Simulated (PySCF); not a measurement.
C₃H₆Cl₂. Atoms are numbered in the order given.

```xyz
11

C      0.0000    -1.2690     1.1653
C      0.0000     0.0000     0.3420
C      0.0000     1.2690     1.1653
Cl    -1.4598     0.0000    -0.7137
Cl     1.4598     0.0000    -0.7137
H      0.8965    -1.2965     1.8020
H      0.0000    -2.1505     0.5113
H     -0.8965    -1.2965     1.8020
H      0.8965     1.2965     1.8020
H      0.0000     2.1505     0.5113
H     -0.8965     1.2965     1.8020
```

Coordinates come from a PBE0-D3(BJ)/def2-SVP optimisation.

All values below come from PBE/def2-TZVP run with PySCF.

Isolated molecule, no solvent.

Computed frontier levels, gap, dipole moment and polarisability:
```yaml
highest_occupied_level: -7.02 eV
lowest_empty_level: -1.05 eV
orbital_gap: 5.97 eV
dipole_moment: 0.455 e·Å
quadrupole, principal values (traceless, Buckingham form, about the centre of nuclear charge): -3.33, 1.39, 1.95 D·Å
mean_static_polarisability: 63.3 bohr³ (9.39 Å³)
polarisability_principal_values: 57.4, 62.7, 69.9 bohr³
```
